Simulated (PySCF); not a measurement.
Computed IR spectrum (relative IR intensity) of a molecule CH₆ClNSi₃. Coordinates come from a PBE-D3(BJ)/def2-SVP optimisation. The values are those of a single conformer. These are PBE-D3(BJ)/def2-SVP in PySCF 2.14.0 values and carry that method's errors. Frequencies are harmonic and unscaled.

```csv
ν (cm⁻¹),relative intensity
140,2.9
151,2.3
314,3.5
384,7.3
455,5.0
507,6.3
534,38
598,34
658,22
713,37
730,46
752,27
824,100
866,13
896,31
1228,3.6
1535,16
2126,49
2144,46
2153,25
2169,32
2175,36
2962,23
```

Problem. Which structure fits?
A. [SiH3]C1=N[Si@H](Cl)[SiH2]1
B. [SiH3][Si@]1(Cl)N=C[SiH2]1
C. [SiH3][Si@@H]1N=C[Si@@H]1Cl
D. Cl[SiH2][Si@@H]1C=N[SiH2]1

Solution. C, [SiH3][Si@@H]1N=C[Si@@H]1Cl
